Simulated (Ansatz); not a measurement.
SnMo, multiplicity 9 (lowest of 2S+1 = 1, 3, 5, 7, 9 at CCSD(T)/def2-TZVPP on PBE0 minima; our sources give no spin for the ground state, which may be another), most abundant isotopes (97.9054 and 119.9022 u). Constants from fifth-degree fits in 1/R to seven points on the lowest solution found; no spin–orbit coupling, no relativity up to Kr; ω_e x_e and α_e move by some per cent with the fit.

Correlated levels freeze the inner cores; with def2 sets outer-core shells near the valence are correlated too.

Programs: Ansatz (an electronic-structure program) with Gaussian orbitals.  In def2 rows elements past Kr take small-core potentials, without spin–orbit coupling.

| level | r_e (Å) | ω_e (cm⁻¹) | ω_e x_e (cm⁻¹) | α_e (cm⁻¹) |
|---|---|---|---|---|
| PBE/def2-TZVPP | 2.9347 | 127.9 | 0.564 | 0.000185 |
| CCSD(T)/def2-TZVPP | 2.8764 | 140.2 | 0.629 | 0.000188 |

Q: Derive the rotational constants, the centrifugal constant, the fundamental, the zero-point energy and the force constant.

A: 
μ = 53.89653 u.
- PBE/def2-TZVPP: B_e = 16.8576/(μ r_e²) = 0.036317 cm⁻¹; B₀ = B_e − α_e/2 = 0.036224 cm⁻¹; D = 4B_e³/ω_e² = 1.17e-08 cm⁻¹; fundamental ω_e − 2ω_e x_e = 127 cm⁻¹; zero-point energy ω_e/2 − ω_e x_e/4 = 64 cm⁻¹; k = μ(2πcω_e)² = 51.9 N/m
- CCSD(T)/def2-TZVPP: B_e = 16.8576/(μ r_e²) = 0.037804 cm⁻¹; B₀ = B_e − α_e/2 = 0.037710 cm⁻¹; D = 4B_e³/ω_e² = 1.10e-08 cm⁻¹; fundamental ω_e − 2ω_e x_e = 139 cm⁻¹; zero-point energy ω_e/2 − ω_e x_e/4 = 70 cm⁻¹; k = μ(2πcω_e)² = 62.4 N/m
